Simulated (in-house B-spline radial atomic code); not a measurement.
Response of Rb VIII (Rb7+) as one setting changes: the share of exact exchange in a PBE hybrid. A dash marks a strongly mixed or unbound state. Computed with an all-electron radial atomic-structure program (B-spline basis): linear response of the closed shell [Ar] 3d10 4s2 with the functional's adiabatic kernel; scalar-relativistic (spin-free one-electron X2C), finite nucleus, no spin-orbit coupling, no double excitations, S, P, D and F terms only; shells from n = 2 respond. Only terms of natural parity with L up to 3 were computed.

```csv
share of exact exchange in a PBE hybrid,lowest 1P (eV),"lowest 3P, Tamm-Dancoff (eV)",minus highest occupied level (eV),α (bohr³)
0,4s → 4p 24.202,4s → 4p 17.785,125.47,2.114
0.1,4s → 4p 24.048,4s → 4p 17.598,126.11,2.141
0.2,?,?,?,?
0.3,?,?,?,?
0.4,4s → 4p 23.579,4s → 4p 17.041,128.02,2.226
0.5,4s → 4p 23.421,4s → 4p 16.857,128.66,2.256
0.6,4s → 4p 23.262,4s → 4p 16.673,129.29,2.287
0.7,4s → 4p 23.103,4s → 4p 16.490,129.92,2.319
0.8,4s → 4p 22.943,4s → 4p 16.308,130.55,2.351
0.9,4s → 4p 22.781,4s → 4p 16.126,131.18,2.384
1,4s → 4p 22.619,4s → 4p 15.945,131.81,2.418
```

(1) What belongs in the row for 0.3?

(2) What belongs in the row for 0.2?

## Answers

(1) lowest 1P (eV): 4s → 4p 23.736; lowest 3P, Tamm-Dancoff (eV): 4s → 4p 17.226; minus highest occupied level (eV): 127.39; α (bohr³): 2.197.

(2) lowest 1P (eV): 4s → 4p 23.892; lowest 3P, Tamm-Dancoff (eV): 4s → 4p 17.412; minus highest occupied level (eV): 126.75; α (bohr³): 2.169.
